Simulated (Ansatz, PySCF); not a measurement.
Spin states of H2O2W (SMILES [OH][W][OH]), each relaxed with B3LYP-D3(BJ)/def2-TZVP.
State 1 (charge 0, multiplicity 3):
```csv
atom,x (Å),y (Å),z (Å)
W,-0.0104,0.0058,-0.0111
O,1.3237,0.2571,-1.2438
H,2.0184,0.3880,-1.8862
O,-1.3450,-0.2452,1.2212
H,-2.0404,-0.3759,1.8628
```
State 2 (charge 0, multiplicity 5):
```xyz
5

W      0.325     0.329     0.418
O      1.508     0.049    -1.078
H      1.342     0.374    -1.971
O     -1.150    -0.452     1.381
H     -2.079    -0.270     1.194
```

Singlets are restricted, other states unrestricted; no spin–orbit coupling, no relativity up to Kr; see below for the cores. The largest T1 diagnostic is 0.022.

Correlated levels freeze the inner cores; with def2 sets outer-core shells near the valence are correlated too.

Run with Ansatz (a program for electronic structure) with Gaussian orbitals; PySCF for the dispersion terms.  In def2 rows elements past Kr take small-core potentials, without spin–orbit coupling.

| level | energy of the multiplicity-5 state less that of the multiplicity-3 state (eV) |
|---|---|
| SVWN5/def2-TZVPP | 0.904 |
| PBE/def2-TZVPP | 0.452 |
| PBE-D3(BJ)/def2-TZVPP | 0.451 |
| PBE-D4/def2-TZVPP | 0.452 |
| BLYP/def2-TZVPP | 0.782 |
| B3LYP/def2-TZVPP | 0.690 |
| CAM-B3LYP/def2-TZVPP | 0.746 |
| CAM-B3LYP-D4/def2-TZVPP | 0.746 |
| B2PLYP-D4/def2-TZVPP | ? |

Task: Complete the blanks.

Result: 
- B2PLYP-D4/def2-TZVPP, energy of the multiplicity-5 state less that of the multiplicity-3 state (eV): 0.709
